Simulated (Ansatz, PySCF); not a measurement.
C3H4Si, SMILES `C#C[Si]C` (lower singlet) (charge 0, multiplicity 1). This singlet lies 1.14 eV below the relaxed triplet at the level B3LYP-D3(BJ)/def2-TZVP (PySCF).

Level of theory: Ansatz (a first-principles code) with CAM-B3LYP/cc-pVTZ // B3LYP-D3(BJ)/def2-TZVP.

Ansatz 0.2 input:
```yaml
crystal:
  periodic: [false, false, false]
  atoms:
    - { symbol: C, position_ang: [2.332301, -0.020492, -0.716768] }
    - { symbol: C, position_ang: [1.298197, -0.323118, -0.159032] }
    - { symbol: Si, position_ang: [-0.141805, -0.927028, 0.825008] }
    - { symbol: C, position_ang: [-1.487023, 0.093053, -0.05373] }
    - { symbol: H, position_ang: [3.235866, 0.249202, -1.210078] }
    - { symbol: H, position_ang: [-1.259813, 1.16173, 0.022812] }
    - { symbol: H, position_ang: [-2.478308, -0.08997, 0.361683] }
    - { symbol: H, position_ang: [-1.499421, -0.143379, -1.123132] }
basis:
  gaussian: { orbitals: cc-pVTZ }
hamiltonian:
  xc: cam_b3lyp
```

Output:

```
Functional definition: CAM-B3LYP
1016 factors; their error is unknown
264 factors; integrals over basis functions are off by at most 1.4e-5 eV
mean field evaluation 1: about -11042.9836 eV, gradient 5.7e1 eV
mean field evaluation 2: about -11043.7018 eV, gradient 5.2e1 eV
mean field evaluation 4: about -11050.3574 eV, gradient 2.0e0 eV
mean field evaluation 8: about -11050.3684 eV, gradient 2.7e-2 eV
mean field evaluation 16: about -11050.3805 eV, gradient 2.8e-5 eV
mean field -11050.38051310 eV, -406.0939936394 hartree, gradient 2.8e-5 eV, S^2 0.000000; 0 other end points of the search recorded, 0 dependent functions left out
reference -11050.38063241 eV, -406.0939980241 hartree; 18, 18 occupied and 162, 162 virtual orbitals, 1016 factors
Total energy: -11050.38063241 eV, -406.0939980241 hartree
```
